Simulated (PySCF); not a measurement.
Numbering as in the mapped SMILES `[CH3:1][c:2]1[cH:3][c:4](=[O:5])[cH:6][c:7]([CH3:8])[o:9]1` (H(Xn): hydrogen on atom n).

- J couplings at B3LYP/pcJ-1 (without the spin–dipole term)
- PBE0-D3(BJ)/def2-SVP structure
- shielding tensors at CAM-B3LYP/pcSseg-1 (GIAO)
- code: PySCF
- in vacuum, a single conformation, non-relativistic Hamiltonian, fast rotation and ring inversion assumed for equivalent nuclei

Shifts are taken against calculated references (same method and geometry level): 1H vs TMS.

The spectrum was simulated from the full spin Hamiltonian at 700 MHz with 0.8 Hz Lorentzian lines, from shifts rounded to 0.01 ppm and J to 0.1 Hz, couplings under 1 Hz left out.

Problem. List the maxima of its 1H spectrum with integrals.

Solution. 
Maxima in Hz from TMS (height), grouped by integral:
2H: 4081.0 (27)
6H: 1484.4 (100), 1483.6 (100)

Problem. Summarise it as multiplets with assignments.

Solution. 1H NMR (700 MHz, computed): δ 5.83 (m, 2H, H(C3)/H(C6)), 2.12 (m, 6H, H(C1)/H(C8)). These are first-order names; overlap and second-order distortion can hide them in the list.

Multiplet labels drop couplings under 1 Hz and merge nearly equal ones.
